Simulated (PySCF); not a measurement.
## Shapes and spin states of BrSe₂

All numbers come from PBE0 in PySCF with Br def2-SVP, Se def2-SVP; no relativity; density-fitted integrals.

Relaxations began from a few typed shapes and spin states; open shells are unrestricted. The search is not exhaustive: other isomers or separated fragments can lie lower, and high-lying points may rest on an excited occupation.

(1) Which is the lowest minimum found?
A. doublet D∞h: Br–Se 2.368 Å (×2); Se–Br–Se 180.0°
B. quartet C∞v: Br–Se 2.773 Å, Se–Se 2.186 Å; Br–Se–Se 180.0°
C. doublet C2v: Br–Se 2.286 Å (×2); Se–Br–Se 119.0°

## Answers

(1) B. The others lie at 84.5 (doublet C2v), 255.5 (doublet D∞h) kJ/mol above it.

The electron or spin density has lower symmetry than the nuclear frame for the doublet D∞h at 255.5 kJ/mol.
